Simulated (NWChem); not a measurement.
System meant: C₂H₃Br; SMILES C=CBr

The following NWChem deck was run.

```
start job
memory heap 200 mb stack 900 mb global 1100 mb
geometry units angstroms noautosym nocenter noautoz
  C     -0.336569     2.099832     0.000000
  C      0.517756     1.084871     0.000000
  Br    -0.028055    -0.747324     0.000000
  H     -1.412880     1.963338     0.000000
  H      0.044207     3.118129     0.000000
  H      1.596196     1.190304     0.000000
end
basis spherical
  * library def2-svp
end
dft
  xc m06-l
  iterations 150
end
property
  shielding
end
task dft property
```

End of the output:

```
 Vector   28  Occ=0.000000D+00  E= 7.806993D-02
              MO Center=  1.1D+00,  2.1D+00,  3.0D-12, r^2= 3.9D+00
   Bfn.  Coefficient  Atom+Function         Bfn.  Coefficient  Atom+Function
  ----- ------------  ---------------      ----- ------------  ---------------
    72      1.465680  6 H  s                 67      1.233178  5 H  s
    17     -1.130739  2 C  s                  3     -0.823177  1 C  s
    21     -0.621802  2 C  px                 8     -0.554600  1 C  py
    18     -0.259417  2 C  px                 5     -0.216589  1 C  py
    71      0.210495  6 H  s                 16     -0.188212  2 C  s

 center of mass
 --------------
 x =   0.00285367 y =  -0.26835449 z =   0.00000000

 moments of inertia (a.u.)
 ------------------
         445.035740708398           2.799437455702           0.000000000000
           2.799437455702          32.926838283006           0.000000000000
           0.000000000000           0.000000000000         477.962578991404

     Multipole analysis of the density
     ---------------------------------

     L   x y z        total         alpha         beta         nuclear
     -   - - -        -----         -----         ----         -------
     0   0 0 0     -0.000000    -25.000000    -25.000000     50.000000

     1   1 0 0      0.103210     -0.262770     -0.262770      0.628750
     1   0 1 0      0.520143      0.993617      0.993617     -1.467091
     1   0 0 1      0.000000      0.000000      0.000000      0.000000

     2   2 0 0    -21.491044    -22.997261    -22.997261     24.503477
     2   1 1 0      0.432161      1.774105      1.774105     -3.116049
     2   1 0 1     -0.000000     -0.000000     -0.000000      0.000000
     2   0 2 0    -20.000316   -131.521594   -131.521594    243.042873
     2   0 1 1     -0.000000     -0.000000     -0.000000      0.000000
     2   0 0 2    -24.169716    -12.084858    -12.084858      0.000000

          -----------------------------------------
          Chemical Shielding Tensors (GIAO, in ppm)
          -----------------------------------------

 ------------------------------------------------------------------------
  xm06: d2 not coded                    0
 ------------------------------------------------------------------------
 ------------------------------------------------------------------------
  current input line :
    21: task dft property
 ------------------------------------------------------------------------
 ------------------------------------------------------------------------
 This error has not yet been assigned to a category
 ------------------------------------------------------------------------
 For more information see the NWChem manual at https://nwchemgit.github.io

0: xm06: d2 not coded:Received an Error in Communication
```

Question: Find the fault in this run and fix the input.

Answer: The run crashed. Cause: this functional's second derivatives, which shieldings need, aren't coded here; the fix takes a hybrid GGA instead. This input runs:
```
start job
memory heap 200 mb stack 900 mb global 1100 mb
geometry units angstroms noautosym nocenter noautoz
  C     -0.336569     2.099832     0.000000
  C      0.517756     1.084871     0.000000
  Br    -0.028055    -0.747324     0.000000
  H     -1.412880     1.963338     0.000000
  H      0.044207     3.118129     0.000000
  H      1.596196     1.190304     0.000000
end
basis spherical
  * library def2-svp
end
dft
  xc pbe0
  iterations 150
end
property
  shielding
end
task dft property
```
It converges to -2651.37685 Ha (PBE0/def2-SVP, GIAO).
